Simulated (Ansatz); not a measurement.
Ansatz (a program for electronic structure) input:

Ansatz 0.2 input:
```yaml
crystal:
  periodic: [false, false, false]
  atoms:
    - {symbol: C, position_ang: [2.12556985, -0.03920391, 0.07589669]}
    - {symbol: C, position_ang: [0.78921831, -0.68892799, 0.16913768]}
    - {symbol: B, position_ang: [-0.58267378, -0.00716705, -0.01705773]}
    - {symbol: N, position_ang: [-1.76526280, -0.79116795, 0.11095876]}
    - {symbol: N, position_ang: [-0.67260427, 1.38263037, -0.31207197]}
    - {symbol: H, position_ang: [2.74481987, -0.49976362, -0.70465016]}
    - {symbol: H, position_ang: [2.06797633, 1.02843463, -0.14441276]}
    - {symbol: H, position_ang: [2.69375699, -0.14892327, 1.00850097]}
    - {symbol: H, position_ang: [0.82108144, -1.75385067, 0.39212308]}
    - {symbol: H, position_ang: [-1.73536549, -1.77265254, 0.31899469]}
    - {symbol: H, position_ang: [-2.69788622, -0.43200693, 0.00635775]}
    - {symbol: H, position_ang: [0.13478951, 1.96958662, -0.41144346]}
    - {symbol: H, position_ang: [-1.53946295, 1.87356549, -0.44259511]}
basis:
  gaussian:
    orbitals: def2-SVP
hamiltonian:
  xc: {name: PBE0}
magnetization: {spin_polarized: true, initial_magnetization: 1}
```

Problem. What final total energy does it print?

Solution. -215.00832 Eh (PBE0/def2-SVP). The basis has 110 functions.

It need not be the lowest isomer of its formula.
